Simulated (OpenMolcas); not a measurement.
Cr4+ (d2) among equal point charges was computed by CASSCF with the d shell active (OpenMolcas, ANO-RCC-VTZP on the metal). Its lowest spin-free states, and all those of the highest spin:

```csv
2S+1,Degeneracy,E (cm-1)
3,1,0.0
3,2,1224
3,1,4400
3,2,8584
3,1,9257
1,1,16380
1,1,16487
1,1,16982
1,2,17206
3,2,22245
1,1,24772
1,2,26305
3,1,36776
```

**Question.** Is the site octahedral, tetrahedral or cube-like, axial, or of lower symmetry?

**Answer.** The states with 2S+1 = 3 have orbital degeneracies 1, 2, 1, 2, 1, 2, 1. There are pairs but no triples, so the site is axial: not cubic, but with a proper or improper axis of order three or more. The run had Cr4+ among 4 point charges of -1.5 e arranged as a square (D4h), 1.69 Å from the ion.

Without dynamic correlation the repulsion within the d shell is too large (B by tens of per cent), so at a given field states of lower spin stand too high. This is an electrostatic model: the charges have no orbitals. No measured value stands beside these numbers.
